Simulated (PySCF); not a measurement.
The PySCF input:
```python
from pyscf import gto, scf, dft

mol = gto.Mole()
mol.atom = '''
    Si   -1.84359992    0.03632497    0.38543371
    I     0.57775042   -0.01202724   -0.09551073
    H    -2.37465293    1.28448625   -0.13593458
    H    -2.43572063   -1.15559223   -0.19806885
'''
mol.basis = '3-21g'
mol.spin = 1
mol.verbose = 4
mol.build()

mf = dft.UKS(mol)
mf.xc = 'blyp'
mf.kernel()
```

### Question
What does this run give for the dipole moment, total energy, Mulliken (on the basis functions themselves) charges in atom order?

### Answer

```yaml
dipole_moment: 1.14 D
total_energy: -7179.115498 Ha
Mulliken (on the basis functions themselves) charges in atom order: Si1 0.18, I2 -0.06, H3 -0.06, H4 -0.06
```

These values belong to the state on which the SCF converged, which isn't shown to be the lowest.
